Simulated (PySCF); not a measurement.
InFBr₂, SMILES [F][In]([Br])[Br].

Geometry optimised at B3LYP-D3(BJ)/def2-SVP. The structure was generated by enumeration; whether it is a known compound was not checked. The def2 effective core potentials stand for the cores of In; spin–orbit coupling is left out.

Two levels are set side by side: TDA-PBE/def2-SVPD (PySCF) and TDA-B3LYP/def2-SVPD (PySCF). Vertical, same geometry. The lowest singlet is HOMO→LUMO 99 % with PBE and HOMO→LUMO 98 % with the other functional; states are paired by order. Differences are taken from unrounded values.

```csv
quantity,TDA-B3LYP
lowest singlet excitation (eV),4.01
lowest triplet excitation (TDA) (eV),3.64
first bright state (f over 0.05) (eV),5.39
its oscillator strength,0.07
```

What does TDA-PBE give, and how far is it from TDA-B3LYP? (Estimate from the structure and the level; the computed values follow.)


```json
[
 {"quantity": "lowest singlet excitation (eV)", "TDA-PBE": "3.62", "TDA-PBE minus TDA-B3LYP": "-0.39"},
 {"quantity": "lowest triplet excitation (TDA) (eV)", "TDA-PBE": "3.29", "TDA-PBE minus TDA-B3LYP": "-0.35"},
 {"quantity": "first bright state (f over 0.05) (eV)", "TDA-PBE": "4.76", "TDA-PBE minus TDA-B3LYP": "-0.63"},
 {"quantity": "its oscillator strength", "TDA-PBE": "0.05", "TDA-PBE minus TDA-B3LYP": "-0.02"}
]
```

A lower first singlet is the usual sign of a functional without exact exchange. Differences between two approximate levels are no errors against the true value.

Rough cost on one machine, each run with all the roots and properties that it gave: TDA-B3LYP against TDA-PBE about 2 times.
